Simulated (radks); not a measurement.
Results of a calculation; reference values are marked as such.
Species: La20+. Configuration: [Kr] 4d1.

Code: a radial shooting solver on a logarithmic mesh with Libxc functionals. Model: scalar-relativistic Kohn-Sham, BLYP, spin-polarised, spherical densities, finite nucleus; open shells are filled with parallel spins first (spin-orbit coupling, left out, can overturn this in heavy ions); Fermi nuclear charge, rms radius 4.855 fm.

Energy parts (eV):
part                      energy
total                 -226656.91
kinetic                240010.67
electron-nucleus      -528735.46
Hartree                 67098.78
exchange-correlation    -5030.90

Orbitals (lengths in bohr, moments of r in powers of bohr; r(max) is where P^2 peaks):
| orbital | occ. | eigenvalue (eV) | r(max) | <r> | <r^2> |
|---|---|---|---|---|---|
| 1s up | 1 | -39290.80 | 0.01608 | 0.02507 | 0.0008538 |
| 1s down | 1 | -39290.79 | 0.01608 | 0.02507 | 0.0008538 |
| 2s up | 1 | -6705.120 | 0.09092 | 0.1074 | 0.01360 |
| 2s down | 1 | -6704.476 | 0.09092 | 0.1074 | 0.01360 |
| 2p up | 3 | -6066.848 | 0.07310 | 0.09416 | 0.01082 |
| 2p down | 3 | -6066.345 | 0.07310 | 0.09416 | 0.01082 |
| 3s up | 1 | -1830.215 | 0.2594 | 0.2833 | 0.09164 |
| 3s down | 1 | -1829.882 | 0.2594 | 0.2833 | 0.09160 |
| 3p up | 3 | -1626.311 | 0.2535 | 0.2808 | 0.09128 |
| 3p down | 3 | -1625.936 | 0.2536 | 0.2807 | 0.09124 |
| 3d up | 5 | -1336.530 | 0.2082 | 0.2565 | 0.07740 |
| 3d down | 5 | -1335.970 | 0.2083 | 0.2565 | 0.07737 |
| 4s up | 1 | -724.5478 | 0.5859 | 0.6102 | 0.4179 |
| 4s down | 1 | -722.3662 | 0.5856 | 0.6101 | 0.4179 |
| 4p up | 3 | -652.6493 | 0.6041 | 0.6315 | 0.4501 |
| 4p down | 3 | -650.4679 | 0.6038 | 0.6315 | 0.4502 |
| 4d up | 1 | -548.8521 | 0.6150 | 0.6527 | 0.4865 |
| 4d down | 0 | -546.7002 | 0.6148 | 0.6529 | 0.4869 |
| 5s up | 0 | -383.8097 | 1.119 | 1.113 | 1.380 |
| 5s down | 0 | -382.7929 | 1.121 | 1.116 | 1.386 |
| 5p up | 0 | -353.9295 | 1.173 | 1.163 | 1.511 |
| 5p down | 0 | -353.0390 | 1.176 | 1.166 | 1.518 |

The highest occupied level is 4d up at -548.85 eV. Summed over all electrons, <r^2> = 5.622 bohr^2, which gives a Langevin (diamagnetic) susceptibility term of -4.45 x 10^-6 cm^3/mol.
